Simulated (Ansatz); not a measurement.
Ansatz (a program for electronic structure) input file for C2H4BF3, SMILES FCB(F)CF, PBE/def2-SVPD. Geometry optimised at B3LYP-D3(BJ)/def2-SVP. This is a generated structure with no PubChem entry under its InChIKey; it may be hypothetical. The values are those of a single conformer.

Ansatz 0.2 input:
```yaml
crystal:
  periodic: [false, false, false]
  atoms:
    - {symbol: F, position_ang: [-0.58761476, -2.23407776, 0.00000000]}
    - {symbol: C, position_ang: [-0.83452517, -0.87471516, -0.00000000]}
    - {symbol: B, position_ang: [0.46924332, 0.00134046, 0.00000000]}
    - {symbol: F, position_ang: [1.67089818, -0.55998389, -0.00000000]}
    - {symbol: C, position_ang: [0.39013123, 1.57527619, 0.00000000]}
    - {symbol: F, position_ang: [-0.92757550, 2.01866827, -0.00000000]}
    - {symbol: H, position_ang: [-1.45381259, -0.60408704, 0.87896674]}
    - {symbol: H, position_ang: [-1.45381259, -0.60408704, -0.87896673]}
    - {symbol: H, position_ang: [0.91320041, 1.98832298, -0.88503878]}
    - {symbol: H, position_ang: [0.91320042, 1.98832298, 0.88503877]}
basis:
  gaussian:
    orbitals: def2-SVPD
hamiltonian:
  xc: {name: PBE}
```

Program output:

```
WARN ansatz: RAYON_NUM_THREADS=1 ignored (pool sized by the plan → 1); use --threads N
Functional definition: PBE
integrals: 0.08 GiB planned
1308 factors; their error is unknown
mean field: 0.61 GiB planned
mean field evaluation 1: about -10942.1836 eV, gradient 5.3e1 eV
mean field evaluation 2: about -10937.7538 eV, gradient 7.1e1 eV
mean field evaluation 4: about -10948.1230 eV, gradient 4.9e0 eV
mean field evaluation 8: about -10948.1639 eV, gradient 7.4e-2 eV
mean field evaluation 16: about -10948.1014 eV, gradient 2.3e-4 eV
mean field -10948.10138637 eV, -402.3353050596 hartree, gradient 3.2e-5 eV, S^2 0.000000; 0 other end points of the search recorded, 0 dependent functions left out
reference -10948.10143528 eV, -402.3353068569 hartree; 24, 24 occupied and 137, 137 virtual orbitals, 1308 factors
Total energy: -10948.10143528 eV, -402.3353068569 hartree
```

The calculation finished and met its thresholds.
